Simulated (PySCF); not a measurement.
# Steps of a relaxation of [Pb(NH2)2]2+

[Pb(NH2)2]2+ (singlet; a saddle point, relaxed within its symmetry). PySCF 2.14.0, RKS PBE, Pb def2-SVP with ECP60, N def2-SVP, H def2-SVP; non-relativistic Hamiltonian with scalar-relativistic core potentials where named; density fitting; no spin-orbit coupling. Origin of the start: template. Columns: position (Å) and force (eV/Å). Energies are counted from the last step; some of the 14 steps are shown. Forces carry noise of the integration grid, about 0.01 to 0.03 eV/Å.

Run from Python with OMP_NUM_THREADS=2. Where DIIS fails, smearing, a level shift and second-order steps follow.
It took 32 s on 2 threads of Arm Neoverse V1, on a shared host, from the converged density of the start.

```xyz
7
step 0  E = 1.373 eV
Pb    0.0000    0.0000   -0.1140     0.00    0.00   -1.11
N     1.8401    0.0000    0.7095    -0.06    0.00    1.94
H     2.3787   -0.8300    0.9505     0.38   -1.29   -0.69
H     2.3787    0.8300    0.9505     0.38    1.29   -0.69
N    -1.8401    0.0000    0.7095     0.06    0.00    1.94
H    -2.3787    0.8300    0.9505    -0.38    1.29   -0.69
H    -2.3787   -0.8300    0.9505    -0.38   -1.29   -0.69
```

```xyz
7
step 4  E = 0.014 eV
Pb    0.0000    0.0000   -0.1786     0.00    0.00    0.04
N     1.8878    0.0000    0.9985     0.26    0.00   -0.09
H     2.5038   -0.8350    0.8222    -0.05    0.01    0.04
H     2.5038    0.8350    0.8222    -0.05   -0.01    0.04
N    -1.8878    0.0000    0.9985    -0.26    0.00   -0.09
H    -2.5038    0.8350    0.8222     0.05   -0.01    0.04
H    -2.5038   -0.8350    0.8222     0.05    0.01    0.04
```

```xyz
7
step 9  E = 0.003 eV
Pb    0.0000    0.0000   -0.0946     0.00    0.00    0.01
N     1.9539    0.0000    0.9959     0.08    0.00    0.03
H     2.5579   -0.8406    0.8025    -0.06    0.06   -0.02
H     2.5579    0.8406    0.8025    -0.06   -0.06   -0.02
N    -1.9539    0.0000    0.9959    -0.08    0.00    0.03
H    -2.5579    0.8406    0.8025     0.06   -0.06   -0.02
H    -2.5579   -0.8406    0.8025     0.06    0.06   -0.02
```

**Question.** Where does the relaxation end?

**Answer.** It converges at step 13 in C2v:
```xyz
7
step 13  E = 0
Pb    0.0000    0.0000    0.0251
N     1.9795    0.0000    1.0146
H     2.5603   -0.8392    0.7632
H     2.5603    0.8392    0.7632
N    -1.9795    0.0000    1.0146
H    -2.5603    0.8392    0.7632
H    -2.5603   -0.8392    0.7632
```

**Question.** How did the contacts change?

**Answer.** 
```
     contact  start (Å)  end (Å)
Pb1–N2 (NH2)      2.016    2.213
Pb1–N5 (NH2)      2.016    2.213
```
